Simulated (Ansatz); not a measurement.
Relaxation of the cluster PbS₂⁺ with UKS r2SCAN-D4/def2-TZVP.

```sh
$ ansatz run in.yaml --threads 4 --pin off --events-out ev --progress --plain --max-ram 3916MiB
```

```yaml
crystal:
  periodic: [false, false, false]
  atoms:
    - {symbol: Pb, position_ang: [-0.002350, -0.004790, 0.000540]}
    - {symbol: S, position_ang: [-0.873900, 0.716130, 2.083820]}
    - {symbol: S, position_ang: [0.876250, -0.711340, -2.084360]}
basis:
  gaussian: {orbitals: def2-TZVP}
total_charge: 1
magnetization: {spin_polarized: true, initial_magnetization: 1}
hamiltonian: {xc: r2scan, dispersion: d4}
scf: {lower_state_search: "off"}
output: {orbitals: {seedname: orbitals}}
relax: {f_tol: 0.02, max_steps: 100}
```

Run time 5.5 s (4 threads of Intel Xeon Platinum 8259CL on a shared host).

Positions (Å) and forces (eV/Å) at steps 1, 2, 3 of 3:

```xyz
3
step=1 energy=-26911.9835 eV
Pb   -0.002   -0.005    0.001    0.006    0.013   -0.001
S    -0.874    0.716    2.084    0.476   -0.397   -1.140
S     0.876   -0.711   -2.084   -0.482    0.384    1.141
3
step=2 energy=-26912.1056 eV
Pb   -0.001   -0.003    0.000    0.001    0.004    0.000
S    -0.828    0.677    1.974   -0.192    0.154    0.455
S     0.829   -0.675   -1.974    0.191   -0.158   -0.456
3
step=3 energy=-26912.1199 eV
Pb   -0.001   -0.002    0.000    0.001    0.003    0.000
S    -0.839    0.686    2.000    0.007   -0.008   -0.019
S     0.840   -0.684   -2.000   -0.008    0.005    0.019
```

In the def2 sets Pb takes a core potential; there is no spin–orbit coupling. Another isomer (doublet) lies 3.07 eV lower at PBE0-D4/def2-TZVP; other spin states weren't run for this one.
